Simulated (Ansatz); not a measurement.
Geometry optimisation, RHF/def2-SVP in Ansatz 0.2.0.

Input file:

```yaml
crystal:
  periodic: [false, false, false]
  atoms:
    - { symbol: Al, position_ang: [0.0, 0.0, 0.0] }
    - { symbol: F, position_ang: [0.0, 0.0, 2.04] }
    - { symbol: F, position_ang: [1.4635, 0.0, -0.845] }
    - { symbol: "N", position_ang: [-1.6627, 0.0, -0.96] }
    - { symbol: H, position_ang: [-2.3316, -0.8164, -0.8614] }
    - { symbol: H, position_ang: [-1.9118, 0.8164, -1.5886] }
    - { symbol: Cl, position_ang: [-0.3164, 2.38, 0.7978] }
    - { symbol: H, position_ang: [-0.1586, 1.1928, 1.9224] }
basis:
  gaussian: { orbitals: def2-SVP }
hamiltonian:
  xc: hf
relax:
  f_tol: 0.15
  max_steps: 25
  restrain:
    - { distance: [0, 6], at: 2.23, k: 30.0 }
    - { distance: [7, 1], at: 0.92, k: 30.0 }
    - { distance: [0, 1], at: 2.89, k: 30.0 }
    - { distance: [7, 6], at: 2.57, k: 30.0 }
output:
  orbitals: {}
```

Launched with:

```bash
$ ansatz run input.yaml --threads 1 --pin off --max-ram 2048MiB --backend cpu --events-out ev --progress --plain --runs-dir out
```

**Question.** Where does it end, and by what steps?

**Answer.** It converged. The restraints hold the end off the free minimum; the threshold counts their pulls, which the force column leaves out. Restrained pairs: Al1–Cl7 (2.53 → 2.19 Å), F2–H8 (1.21 → 0.91 Å), Al1–F2 (2.04 → 2.88 Å), Cl7–H8 (1.64 → 2.57 Å). After 9 steps the energy has fallen by 2.114 eV (the restraints' own energy left out); H6 moved furthest, 0.87 Å.

| step | energy less start (eV) | largest force component (eV/Å) | accepted |
| --- | --- | --- | --- |
| 0 | 0.0000 | 2.636 | yes |
| 1 | -0.4961 | 3.460 | yes |
| 2 | -1.1353 | 2.925 | yes |
| 3 | -1.5382 | 1.611 | yes |
| 4 | -1.6659 | 3.069 | yes |
| 5 | -1.7599 | 2.922 | yes |
| 6 | -2.0015 | 0.931 | yes |
| 7 | -2.0781 | 0.990 | yes |
| 8 | -2.1115 | 1.017 | yes |
| 9 | -2.1135 | 1.011 | yes |

```xyz
8
Properties=species:S:1:pos:R:3
Al -0.125 0.541 -0.467
F -0.139 0.124 2.384
F 1.260 -0.315 -0.679
N -1.664 0.013 -1.090
H -1.829 -0.874 -1.527
H -2.517 0.534 -1.030
Cl 0.074 2.536 0.421
H 0.023 1.014 2.493
```

Run time: 19 s on 1 thread of Arm Neoverse V2 (shared host), peak memory 0.17 GiB.
